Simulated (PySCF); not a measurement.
## C₆ coefficients of unlike pairs at PBE

Calculated with PySCF 2.14 from the dipole response of each species, C₆(A,B) = (3/π) ∫ α_A(iu) α_B(iu) du, in atomic units, from isotropic polarisabilities. For ions this is the dispersion term alone; charge-induced terms of lower order in 1/R come first.

| species | configuration | basis | relativity | α (bohr³) | C₆ (like pair) |
| --- | --- | --- | --- | --- | --- |
| Au⁺ | [Xe] 4f14 5d10 (1S) | aug-cc-pVTZ-PP with ECP60MDF (6s6p5d3f2g) | core potential | 14.11 | 105.4 |
| B⁺ | [He] 2s2 (1S) | aug-cc-pwCVTZ (7s6p4d2f) | none | 10.64 | 28.83 |
| Zr²⁺ | [Kr] 4d2 (3F) | aug-cc-pVTZ-DK (9s8p6d3f2g) | spin-free X2C | 12.69 | 62.12 |
| Zn⁺ | [Ar] 3d10 4s1 (2S) | aug-cc-pwCVDZ-PP with ECP10MDF (6s6p5d3f) | core potential | 16.55 | 63.09 |

**Question.** Estimate C₆ for Zr²⁺ with Au⁺.

**Answer.** The integral gives 80.49. The combination rule 2 C_A C_B / (C_A α_B/α_A + C_B α_A/α_B) gives 79.92 and the geometric mean 80.93.

No spin-orbit coupling is included.

The other pairs:

```json
{"pair": "Zn⁺, Au⁺", "C₆": "76.33"}
{"pair": "Zn⁺, B⁺", "C₆": "42.35"}
{"pair": "Zn⁺, Zr²⁺", "C₆": "60.42"}
{"pair": "B⁺, Au⁺", "C₆": "50.82"}
{"pair": "Zr²⁺, B⁺", "C₆": "40.44"}
```
